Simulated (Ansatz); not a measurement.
`CC(Cl)BS` + `C[S][GeH3]` → `CSBS` + `C[CH](Cl)[GeH3]`  (redistribution)

Isolated molecules relaxed with PBE0-D4/def2-TZVP in Ansatz; ΔE leaves out vibrations. CCSD(T)/CBS adds triple-zeta CCSD(T) − MP2 to the extrapolated MP2 energy (def2 sets, frozen cores). For Ge outer-core shells are correlated without core-valence functions, which leaves a few kJ/mol of doubt a bond. Scalar relativity is left out up to krypton. Each species was taken in one conformer, which may not be the lowest.

```json
{"species": "`CC(Cl)BS`", "CCSD(T)/def2-TZVPP energy (Eh)": "-961.95246"}
{"species": "`C[S][GeH3]`", "CCSD(T)/def2-TZVPP energy (Eh)": "-2514.98705"}
{"species": "`CSBS`", "CCSD(T)/def2-TZVPP energy (Eh)": "-861.34397"}
{"species": "`C[CH](Cl)[GeH3]`", "CCSD(T)/def2-TZVPP energy (Eh)": "-2615.60172"}
```

Problem. Work out ΔE.

Solution. ΔE = (-861.34397) + (-2615.60172) − (-961.95246) − (-2514.98705) = -0.00618 Eh = -16.2 kJ/mol. CCSD(T)/CBS gives -17.8 kJ/mol.

Largest T1 diagnostic among the species: 0.013.

In def2-TZVPP, CCSD(T) changes the Hartree–Fock value by −8.8 kJ/mol (the triples alone add −1.2 kJ/mol) and MP2 by −11.6 kJ/mol.
